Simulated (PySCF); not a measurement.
Mayer bond orders and bond lengths

C₅H₅ClP₂.
Numbering: `[CH3:1][c:2]1[cH:3][p:4][cH:5][p:6][c:7]1[Cl:8]` (hydrogens: H9, H10, H11 on C1; H12 on C3; H13 on C5)

Geometry (GFN2-xTB, Å), atoms numbered from 1 in this order:
```
atom  x, y, z in Å
C1    -1.9326   -0.2057    0.1984
C2    -0.4452   -0.0837    0.0382
C3     0.2859   -1.2304   -0.2298
P4     1.9900   -1.4379   -0.4664
C5     2.5997    0.1685   -0.2862
P6     1.8054    1.6639    0.0435
C7     0.1373    1.1726    0.1655
Cl8   -0.9094    2.5264    0.5026
H9    -2.2352    0.1511    1.1821
H10   -2.2533   -1.2377    0.0849
H11   -2.4422    0.4061   -0.5449
H12   -0.2808   -2.1520   -0.3053
H13    3.6760    0.2593   -0.4003
```

Bond orders from the PBE0/pcSseg-1 density (PySCF). Isolated species at its GFN2-xTB geometry, gas phase.

Q: Where do the orders between heavy atoms depart from those drawn in the SMILES?

A: The largest departure is 0.245, at P6–C7 (drawn aromatic, 1.255), counting aromatic bonds as 1.5. The bonds drawn aromatic range from 1.25 to 1.45.

Q: Give the Mayer order of every bond, beside its length.

A: 
```csv
bond,drawn as,length (Å),Mayer order
C1–C2,single,1.501,1.091
C2–C3,aromatic,1.386,1.453
C3–P4,aromatic,1.733,1.335
P4–C5,aromatic,1.728,1.302
C5–P6,aromatic,1.725,1.325
P6–C7,aromatic,1.743,1.255
C7–Cl8,single,1.744,1.071
C7–C2,aromatic,1.391,1.306
C1–H9,single,1.089,0.937
C1–H10,single,1.087,0.945
C1–H11,single,1.089,0.937
C3–H12,single,1.085,0.907
C5–H13,single,1.086,0.934
```

By pair of heavy elements: C–C: lowest C1–C2 (1.091, 1.501 Å), highest C2–C3 (1.453, 1.386 Å). C–P: lowest P6–C7 (1.255, 1.743 Å), highest C3–P4 (1.335, 1.733 Å); in 1 of the 6 pairs the longer bond (by over 0.003 Å) has the higher order (by 0.02 or more).

Q: Sum the orders of all bonds at each heavy atom with more than one neighbour and set the sums beside the valence in the SMILES.

A: C1 3.910 (drawn 4), C2 3.850 (drawn 4), C3 3.695 (drawn 4), P4 2.637 (drawn 3), C5 3.561 (drawn 4), P6 2.580 (drawn 3), C7 3.632 (drawn 4). Orders between atoms that aren't bonded are not in these sums.

For a closed shell the Mayer order of atoms A and B is Σ (PS)μν (PS)νμ over the basis functions μ on A and ν on B, with P the density and S the overlap matrix.
